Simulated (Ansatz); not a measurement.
`[CH3][In]([I])[I]`. Charge 0, multiplicity 1. In, I: def2 effective core potential. Geometry: relaxed with PBE0-D4/def2-TZVP.

```xyz
7

C     0.690   -0.296    0.907
In   -0.568    0.248   -0.732
I    -2.554   -1.290   -1.604
I    -0.278    2.515   -2.092
H     1.075    0.605    1.381
H     0.117   -0.890    1.618
H     1.519   -0.890    0.522
```

**Question.** What is the dipole moment at PBE/def2-TZVPP? (Estimate.)

**Answer.** Ansatz gave: 2.68 D, with components (1.58, -0.68, 2.05) D in this frame, pointing from negative to positive charge.

**Question.** And with r2SCAN, B3LYP, ωB97M-V? (Best estimate.)

**Answer.** Ansatz gave: r2SCAN 2.80 D, B3LYP 2.75 D, ωB97M-V 2.77 D.

**Question.** Give the Mulliken charges with PBE, B3LYP, r2SCAN in def2-TZVPP. (Best estimate.)

**Answer.** Computed: 
| atom | PBE | B3LYP | r2SCAN |
| --- | --- | --- | --- |
| C1 | -0.51 | -0.52 | -0.43 |
| In2 | 0.66 | 0.70 | 0.68 |
| I3 | -0.27 | -0.29 | -0.29 |
| I4 | -0.27 | -0.29 | -0.29 |
| H5 | 0.14 | 0.13 | 0.11 |
| H6 | 0.14 | 0.13 | 0.11 |
| H7 | 0.13 | 0.12 | 0.10 |

B3LYP here is the variant with VWN-RPA as its local correlation; programs differ in this.
